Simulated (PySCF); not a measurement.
CH7FO2Si2, SMILES O[Si](F)(O)C[SiH3]. Atoms are numbered in the order given.

```xyz
13

O      1.6181     1.2772     1.0886
Si     0.6483     0.4838    -0.0153
O      1.2591    -1.0480    -0.2027
F      0.7497     1.3239    -1.4235
C     -1.1449     0.3128     0.4432
Si    -1.8920    -1.3972     0.0820
H      1.6195     2.2476     1.0237
H      2.2266    -1.1132    -0.2791
H     -1.2607     0.5199     1.5281
H     -1.7302     1.0824    -0.1025
H     -1.2758    -2.4424     0.9656
H     -3.3740    -1.3599     0.3545
H     -1.6896    -1.7710    -1.3592
```

Coordinates come from a PBE-D3(BJ)/def2-SVP optimisation. The structure was generated by enumeration, and PubChem lists no compound with its InChIKey, so it may never have been made. One conformer was computed; it need not be the lowest.

Two levels are set side by side: PBE/pcSseg-1 (PySCF) and PBE0/pcSseg-1 (PySCF). GIAO shifts against CFCl3 (¹⁹F), H2O (¹⁷O), TMS (²⁹Si), TMS (¹H), TMS (¹³C) at the same level; non-relativistic, no solvent, atoms listed together averaged. Differences are taken from unrounded values.

```tsv
quantity	PBE0	PBE	PBE minus PBE0
δ(²⁹Si) of Si2 (ppm)	-27.8	-27.7	0.1
δ(¹⁹F) of F4 (ppm)	-132.7	-146.9	-14.2
δ(¹³C) of C5 (ppm)	-7.5	-6.6	1.0
δ(²⁹Si) of Si6 (ppm)	-66.2	-69.5	-3.3
δ(¹H) of H9, H10 (ppm)	0.48	0.52	0.05
```

Rough cost on one machine, each run with all the roots and properties that it gave: PBE0 against PBE within a factor of 2.
